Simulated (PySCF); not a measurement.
## Chromium: a sound run and one with changed settings

Sound run: Cr⁺ [Ar] 3d5, Cr²⁺ [Ar] 3d4. All numbers are calculated (PySCF 2.14, scalar relativity by spin-free X2C-1e, in cc-pVTZ-DK). In the sound run the correlated levels freeze [Ar]. The sound run starts from symmetry-adapted Hartree-Fock orbitals and uses a fine grid where one is needed.

Changed run: the non-relativistic Hamiltonian (point nucleus). This setting is unsound on purpose.

```tsv
species	method	sound run (hartree)	changed run (hartree)	converged
Cr⁺	UHF	-1049.43361	-1040.39818	yes
Cr⁺	M06-L	-1050.45415	-1041.42117	yes
Cr⁺	B3LYP	-1050.54187	-1041.51154	yes
Cr⁺	MP2	-1049.51015	-1040.47420	yes
Cr²⁺	UHF	-1048.88210	-1039.84034	yes
Cr²⁺	M06-L	-1049.85346	-1040.81528	yes
Cr²⁺	B3LYP	-1049.92262	-1040.88663	yes
Cr²⁺	MP2	-1048.92285	-1039.88088	yes
```

Ionisation energy of Cr⁺:

```
 method  sound run (eV)  changed run (eV)
    UHF          15.007            15.180
  M06-L          16.346            16.487
  B3LYP          16.851            17.005
    MP2          15.981            16.145
SCS-MP2          15.332            15.502
```

Most of the change in total energy is the relativistic energy itself. On top of that the contraction fixes the core shape for the Hamiltonian it was made with, so the changed run is not a good calculation with the other Hamiltonian either.

For comparison, NIST gives 16.486 eV between the lowest levels.
